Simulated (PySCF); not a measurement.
C5H6N, SMILES c1c[nH+]ccc1, charge +1. Geometry optimised at PBE0-D3(BJ)/def2-SVP. The isomer is the one that the SMILES or the coordinates give; other isomers of the formula were not compared.

Question: Give the equilibrium geometry at PBE0-D3(BJ)/def2-SVP (PySCF confirms it by a frequency run) as Cartesian coordinates in Å, and its point group. (An estimate is asked for; the answer gives what the named calculation found.)

Answer: point group C2v.
```xyz
12

C      0.0000     0.0000     1.4135
C      0.0000    -1.2095     0.7153
C      0.0000    -1.1844    -0.6672
N      0.0000     0.0000    -1.3047
C      0.0000     1.1844    -0.6672
C      0.0000     1.2095     0.7153
H      0.0000     0.0000     2.5064
H      0.0000    -2.1685     1.2358
H      0.0000    -2.0816    -1.2888
H      0.0000     0.0000    -2.3251
H      0.0000     2.0816    -1.2888
H      0.0000     2.1685     1.2358
```
Charge +1, spin multiplicity 1.
